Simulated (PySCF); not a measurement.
Stepwise substitution at one centre (B H-I). Isolated molecules, 0 K electronic values unless said otherwise. Strings in code marks are SMILES.

The four lowest singlet excitations (Tamm–Dancoff). Level of theory: PySCF 2.14.0 with PBE-D3(BJ)/def2-TZVP. Excitations are Tamm–Dancoff values on a coarser integration grid. The basis has no diffuse functions, so Rydberg states are missing or too high.

| state | energy (eV) | wavelength (nm) | oscillator strength |
|---|---|---|---|
| S1 | 3.41 | 364 | 0.000 |
| S2 | 3.63 | 342 | 0.000 |
| S3 | 4.45 | 279 | 0.164 |
| S4 | 5.48 | 226 | 0.022 |

Identify which member gives these states.
A. `IBI`
B. `IB(I)I`
C. `BI`

A, `IBI`
